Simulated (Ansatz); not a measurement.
`O[BH][AlH][F]` + H₂ → `[F][AlH2]` + `BO` at 500 K and 1 bar (hydrogenolysis of the Al–B bond).

Program: Ansatz. Geometries: PBE0-D4/def2-TZVP. ΔE: electronic, gas phase. CBS: MP2 limit from def2 TZ/QZ plus the TZ coupled-cluster correction, frozen cores. This one scheme is used for every species. One conformer a species, not always the lowest.

| species | CCSD(T)/CBS energy (Eh) | H − E (kJ/mol) | S (J/(mol·K)) |
| --- | --- | --- | --- |
| `O[BH][AlH][F]` | -443.67395 | 133.6 | 374.8 |
| H₂ | -1.17544 | 41.0 | 145.5 |
| `[F][AlH2]` | -343.06661 | 62.3 | 268.8 |
| `BO` | -101.80414 | 113.6 | 256.0 |

H − E and S are ideal-gas, rigid-rotor, harmonic terms from PBE0-D4/def2-TZVP, for one conformer and one mirror image of each species. For small species the MP2-based limit differs from directly extrapolated CCSD(T) by up to some mEh (0.8 for H₂); such offsets cancel only in part. 1 Eh = 2625.50 kJ/mol, R = 8.31446 J/(mol·K).

Task: By hand: ΔE, ΔH, ΔS and ΔG.

Result: ΔE = (-343.06661) + (-101.80414) − (-443.67395) − (-1.17544) = -0.02136 Eh = -56.1 kJ/mol. Δ(H − E) = 62.3 + 113.6 − 133.6 − 41.0 = 1.3, so ΔH = -54.8 kJ/mol. ΔS = 268.8 + 256.0 − 374.8 − 145.5 = 4.5 J/(mol·K). ΔG = -54.8 − 500 × (4.5)/1000 = -57.0 kJ/mol.

Task: By hand: the equilibrium constant, and the temperature at which ΔG would vanish if ΔH and ΔS stayed fixed.

Result: log₁₀ K = −ΔG/(RT ln 10) = 6.0. ΔH and −TΔS have one sign here, so there is no such temperature.

The number of gas molecules stays the same, so ΔS is small and ΔH decides. A doubt of 5 kJ/mol in ΔE shifts log₁₀ K by 0.5 here. Other conformers and mirror images would add mixing entropy, several J/(mol·K) or more a flexible species. Modes under 60 cm⁻¹, often nearly free rotors, make the harmonic entropy too high. These are equilibria of isolated gas molecules and say nothing of rates. Largest T1 diagnostic: 0.014 (customary marks: 0.02 for closed shells, 0.045 for open ones).

ΔS is within the doubt of such terms, so its sign, and with it that verdict, could turn.
